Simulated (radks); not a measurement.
Ionisation of neutral beryllium, [He] 2s2, to [He] 2s1 as the strength of local exchange is varied. Calculated with a radial shooting solver on a logarithmic mesh with Libxc functionals: Dirac Kohn-Sham, Slater X-alpha exchange (alpha = 2/3 is LDA exchange), no correlation, spin-unpolarised, spherical densities, finite nucleus; Fermi nuclear charge, rms radius 2.519 fm.

| alpha | E(Be) (hartree) | exchange (hartree) | IE (eV) | -e of the level emptied (eV) | <r> of it (bohr) |
|---|---|---|---|---|---|
| 0.609 | -14.02989 | -2.06287 | 8.076 | 4.262 (2s1/2) | 2.734 |
| 0.667 | -14.22724 | -2.27974 | 8.491 | 4.630 (2s1/2) | 2.681 |
| 0.804 | -14.70044 | -2.80602 | 9.511 | 5.548 (2s1/2) | 2.566 |
| 0.823 | -14.76684 | -2.88056 | 9.657 | 5.681 (2s1/2) | 2.551 |
| 0.901 | -15.04145 | -3.19053 | 10.267 | 6.240 (2s1/2) | 2.491 |
| 0.949 | -15.21203 | -3.38443 | 10.651 | 6.595 (2s1/2) | 2.455 |
| 0.991 | -15.36228 | -3.55608 | 10.993 | 6.913 (2s1/2) | 2.426 |
| 1.029 | -15.49901 | -3.71296 | 11.307 | 7.205 (2s1/2) | 2.399 |

NIST Atomic Spectra Database: 9.323 eV (measured). The Delta-SCF value meets it near alpha = 0.78. Spin polarisation and multiplet splitting are left out, so open shells lie too high by an amount that depends on their filling.

Beside tabulated values, note that spin-unpolarised runs miss the spin-polarisation part of the exchange energy of open shells.
